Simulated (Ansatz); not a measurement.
A nudged elastic band was laid between two geometries of BrH + H5NOSi (10 atoms, charge 0, multiplicity 1).

Method: RKS r2SCAN/def2-SVP in Ansatz 0.2.0.

```yaml
movable_images: 5
climbing_image: yes
spring: 5.0 eV/Å²
optimiser: quadratic models (default)
start_path: through a guess of the saddle point
force_threshold: 0.05 eV/Å
iteration_limit: 60
end_points: relaxed
```

Image 0:

```xyz
10
Properties=species:S:1:pos:R:3
Si -0.467 -0.176 -0.467
O -0.498 -1.247 0.861
H -1.266 -1.176 1.445
H 0.732 -0.650 -1.195
N -0.342 1.480 -0.063
H -1.150 2.084 0.033
H 0.475 1.856 0.411
H -1.738 -0.339 -1.228
Br 2.080 -0.216 2.417
H 0.914 -0.852 1.798
```

Image 6:

```xyz
10
Properties=species:S:1:pos:R:3
Si -0.659 -0.210 -0.643
O 1.157 0.001 2.023
H 0.394 -0.573 2.193
H 0.642 -0.834 -0.993
N -0.426 1.377 -0.062
H -1.212 2.016 0.010
H 0.219 1.462 0.726
H -1.601 -0.180 -1.792
Br -1.607 -1.680 0.833
H 1.833 -0.617 1.716
```

Problem. Which bonds break or form, and what moves?

Solution. Bonds broken: Si1–O2, Br9–H10. Bonds formed: Si1–Br9, O2–H10. BrH + H5NOSi becomes BrH4NSi + H2O.

Problem. Give the energies along the band, and the barrier.

Solution. The forces met the threshold. The highest image is number 4 of 0 to 6, 17.2 kcal/mol above the first end and 18.9 kcal/mol above the last; the last end lies 1.7 kcal/mol below the first. A vibrational analysis at the climbing image gives one clearly imaginary mode, 162i cm⁻¹: a first-order saddle point. The orbitals stay closed-shell, which can raise the energy where a bond breaks towards radicals; this wasn't checked here.

```
image  path coordinate (Å)  energy (kcal/mol)  Si1–O2 (Å)  Br9–H10 (Å)  Si1–Br9 (Å)
    0                 0.00                0.0        1.71         1.47         3.85
    1                 1.69                0.6        1.70         1.46         4.28
    2                 3.37                1.0        1.70         1.46         4.23
    3                 5.06                1.5        1.70         1.46         3.85
    4                 6.75               17.2        1.91         2.00         2.72
    5                 8.36                3.0        2.83         2.49         2.30
    6                 9.98               -1.7        3.23         3.71         2.29
```

Problem. What is the geometry of the highest image?

Solution. 
```xyz
10
Properties=species:S:1:pos:R:3
Si 0.026 -0.064 -0.209
O 0.333 -0.234 1.671
H -0.449 0.069 2.165
H 1.428 0.026 -0.671
N -0.729 1.475 0.111
H -1.434 1.808 -0.538
H -0.244 2.254 0.550
H -0.991 -0.606 -1.141
Br 0.367 -2.705 0.345
H 0.433 -1.259 1.727
```

Problem. What are the harmonic wavenumbers there?

Solution. 162i, 105, 240, 309, 327, 382, 466, 488, 577, 721, 744, 805, 830, 894, 975, 998, 1444, 1550, 2254, 2295, 2692, 3570, 3677, 3747 cm⁻¹.

The band took 16 iterations and roughly 9 core-minutes.

Run time: 2.4 min on 4 threads of Arm Neoverse V2, with other jobs on the host, peak memory 0.18 GiB.
